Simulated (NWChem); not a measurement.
# C₂H₅ClOSi; SMILES Cl[Si@@H]1CCO1

```xyz
10

Cl    -0.0128    -1.8857    -0.3702
Si    -0.0212    -0.0536     0.6092
C     -1.1508     1.2702    -0.1094
C      0.2023     1.9506    -0.4709
O      1.1695     1.0094     0.1061
H      0.0019    -0.3813     2.0535
H     -1.7541     1.8356     0.6061
H     -1.7672     0.9972    -0.9685
H      0.3760     2.0324    -1.5482
H      0.3404     2.9310    -0.0056
```
Atoms are numbered in this order, from 1.

Results from NWChem. Geometry: optimised at B3LYP/6-31G* (spherical d). Isolated, static molecule.

GIAO at PBE0/pcSseg-1: principal shieldings of O5 are 134.1, 215.1, 295.4 ppm; an isolated water molecule has σ = 331.1 ppm at the same levels.

Q: Find the isotropic 17O shift, its principal values, the span and the skew.

A: 
1. σ(iso) = one third of the sum = 214.9 ppm.
2. δ = σ(reference) − σ = 116.2 ppm against water.
3. δ11, δ22, δ33 = 197.0, 116.0, 35.7 ppm.
4. Span Ω = δ11 − δ33 = 161.3 ppm; skew κ = 3(δ22 − δ(iso))/Ω = 0.00.
